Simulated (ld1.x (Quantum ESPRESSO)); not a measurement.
**u(r) = r·R(r): atom against pseudo-atom (oxygen (O))**

Columns: radius, all-electron u(r) and pseudo u(r) of the 2s shell (level -24.20 eV) of oxygen in the configuration [He] 2s1.5 2p4.5; PBE, scalar-relativistic, RRKJ scheme, ld1.x (Quantum ESPRESSO) 7.5.

| r (bohr) | all-electron | pseudo |
| --- | --- | --- |
| 0.047 | 0.3223 | -0.0430 |
| 0.095 | 0.4206 | -0.0882 |
| 0.142 | 0.3848 | -0.1349 |
| 0.190 | 0.2740 | -0.1866 |
| 0.237 | 0.1297 | -0.2422 |
| 0.285 | -0.0305 | -0.3051 |
| 0.332 | -0.1857 | -0.3733 |
| 0.380 | -0.3341 | -0.4492 |
| 0.427 | -0.4650 | -0.5283 |
| 0.475 | -0.5819 | -0.6110 |
| 0.522 | -0.6794 | -0.6899 |
| 0.570 | -0.7619 | -0.7641 |
| 0.617 | -0.8268 | -0.8266 |
| 0.665 | -0.8782 | -0.8779 |
| 0.712 | -0.9153 | -0.9152 |
| 0.760 | -0.9412 | -0.9412 |
| 0.807 | -0.9564 | -0.9564 |
| 0.855 | -0.9630 | -0.9630 |
| 0.902 | -0.9619 | -0.9619 |
| 0.950 | -0.9544 | -0.9544 |
| 0.997 | -0.9418 | -0.9418 |
| 1.045 | -0.9246 | -0.9246 |
| 1.092 | -0.9042 | -0.9042 |
| 1.140 | -0.8807 | -0.8807 |
| 1.187 | -0.8555 | -0.8555 |
| 1.235 | -0.8281 | -0.8281 |

Problem. How many radial nodes do the two functions have?

Solution. The all-electron 2s function has n − l − 1 = 1; the pseudo-wave has 0, since the states of the same l below it are removed with the core.

Problem. At about which radius was the pseudo-wave matched?

Solution. 0.80 bohr. The columns agree to 0.0005 from 0.62 bohr on; several derivatives are matched, so the curves merge somewhat inside the radius.

Problem. Is the pseudo-wave norm-conserving?

Solution. Yes: the RRKJ scheme keeps the norm inside the radius equal to the all-electron one, which fixes the energy derivative of the logarithmic derivative at the level.
